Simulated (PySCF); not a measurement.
How methods differ on the ionisation energy of Te

Te [Kr] 4d10 5s2 5p4 (3P) → Te⁺ [Kr] 4d10 5s2 5p3 (4S), as a difference of total energies. Computed with PySCF 2.14 in aug-cc-pVTZ-DK3, with scalar relativity by spin-free X2C-1e. Correlated levels: valence: [Kr] 4d10 frozen. The calculations carry no spin-orbit coupling.

```csv
method,ionisation energy (eV),plus first-order spin-orbit estimate,error of that sum (eV)
UHF,7.726,7.962,-1.048
MP2 (valence),8.351,8.587,-0.423
SCS-MP2 (valence),8.411,8.646,-0.364
CCSD (valence),8.476,8.711,-0.299
CCSD(T) (valence),8.509,8.744,-0.266
```

Reference: 9.010 eV (measured; NIST Atomic Spectra Database, ionization energies).

A first-order spin-orbit estimate (lowest level to lowest level, LS coupling) adds 0.235 eV.

Errors of the correlated levels include the incompleteness of this basis and the frozen core.
